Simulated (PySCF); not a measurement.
## Identify the compound

Molecular formula: C7H12Si. Simulated spectra:

1H NMR (400 MHz, computed): δ 7.23 (d, 1H), 6.29 (m, 1H), 5.69 (t, 1H), 4.63 (m, 2H), 2.36 (t, 2H), 1.49 (m, 2H), 1.12 (t, 3H).

13C{1H} NMR (computed): δ 172.4 (C), 158.6 (CH), 136.4 (CH), 124.4 (CH), 44.4 (CH2), 29.0 (CH2), 17.5 (CH3).

Theoretical values (PySCF): σ from GIAO-PBE0/pcSseg-1, GFN2-xTB geometry. One computed conformer, no solvent model, relativity neglected, averaged over atoms made equivalent by symmetry, fast rotation or ring inversion.

Scale: TMS for 1H (σ = 31.72 ppm), 13C (σ = 186.93 ppm) (reference shieldings calculated alike).

Question: Which of these isomers gave the spectra?
A. C=CC1(C=C)[SiH2][C@H]1C
B. CCCC1=C[SiH2]C=C1
C. CC/C=C/CC#C[SiH3]
D. CCC/C=C/C#C[SiH3]
E. C=C[C@H](C)C1=C[SiH2]C1

Answer: B. 

The formula gives 3 degrees of unsaturation (1 ring in the answer). 7 carbon signals for 7 carbons: no two carbons are equivalent. Carbon types of the structure: 1 × C, 3 × CH, 2 × CH2, 1 × CH3, leaving 2 H on heteroatoms. δC 172.4: fully substituted alkene carbon. δC 158.6, 136.4, 124.4: alkene CH; an sp2 carbon of a C=C bond. δC 44.4: allylic sp3 CH2; saturated and bonded to C and H only. δC 29.0: sp3 CH2; aliphatic region, no heteroatom directly attached. δH 2.36: hydrogen on an allylic sp3 CH2; allylic position.

The others: CC/C=C/CC#C[SiH3] would give 6 signals for carbon-bound and other non-exchanging H, not 7; CCC/C=C/C#C[SiH3] would give 6 signals for carbon-bound and other non-exchanging H, not 7; C=CC1(C=C)[SiH2][C@H]1C would give 10 signals for carbon-bound and other non-exchanging H, not 7; C=C[C@H](C)C1=C[SiH2]C1 would give 10 signals for carbon-bound and other non-exchanging H, not 7.

Shifts are as computed. Against solution values, carbons near 30 ppm lie about +3 ppm off and those near 130 ppm about +5 ppm. Of 1211 compounds with measured shifts, 218 miss one by over three times the rms of a fit or turn the order of signals round; such compounds aren't used in these exercises. No couplings were computed; multiplicities are counted from neighbouring protons, with m where these are inequivalent, close in shift, in a saturated or five-membered ring or joined by F or P, and br s for small geminal =CH2 splittings.
